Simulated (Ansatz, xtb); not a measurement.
H4OSiSn: 5 structures ranked

5 gas-phase structures of H4OSiSn, found in a search over its isomers (lower ones may exist). Each was relaxed with GFN2-xTB; where two conformers were screened, the lower at r2SCAN-D4/def2-SVP is listed:

A. `[OH][Sn][SiH3]`, a singlet
B. `O=[SiH][SnH3]`, a singlet
C. `O[SiH2][SnH]`, a singlet
D. a singlet given by its coordinates
E. `[SiH3][O][SnH]`, a singlet

D (Å):

```xyz
7

O     0.1741   -3.0271    0.4367
Si   -0.6580   -1.7219   -0.0051
Sn   -2.7165   -2.4512   -1.3209
H     1.0789   -3.0589    0.7485
H     0.2935   -0.6376    0.3226
H    -3.2418   -0.7494   -1.2083
H    -1.5910   -1.9701   -2.6526
```

Close contacts (Å): O1–Si2 1.61, Si2–Sn3 2.55, O1–H4 0.96, Si2–H5 1.48, Sn3–H6 1.78, Sn3–H7 1.81.

Q: Estimate their order in r2SCAN-D4/def2-SVP energy at these geometries, lowest first.

A: Calculated order at r2SCAN-D4/def2-SVP: E (0.0), A (14.4), C (15.5), D (34.0), B (40.3) kcal/mol.

Energies above the lowest of each column, in kcal/mol; the last columns are at BLYP-D3(BJ)/def2-SVP geometries and were run for some of them only (a dash: not run or not comparable):

```
structure  GFN2-xTB  HF/STO-3G  r2SCAN-D4/def2-SVP  BLYP-D3(BJ)/def2-SVP  CCSD(T)/def2-TZVP
        E       0.0        3.9                 0.0                   0.0                0.0
        A      38.9        0.0                14.4                  16.0               20.4
        C      25.3        6.0                15.5                  19.6                  –
        D      26.0       39.2                34.0                     –                  –
        B      33.9       10.0                40.3                     –                  –
```

CCSD(T)/def2-TZVP puts E lowest of those it was run on; HF/STO-3G picks A. Flexible structures stand in one conformer each, not always the lowest. Frequencies (BLYP-D3(BJ)/def2-SVP) were run for A, E alone. Atoms past krypton carry core potentials in the def2 sets, without spin–orbit terms.

Over these structures GFN2-xTB departs from r2SCAN-D4/def2-SVP by 10.5 kcal/mol on average once a common shift is removed. A GFN2-xTB relaxation took about 0.07 s and the r2SCAN-D4/def2-SVP energy about 2.3 s on a shared host (Ansatz 0.2.0, xtb 6.7.1).
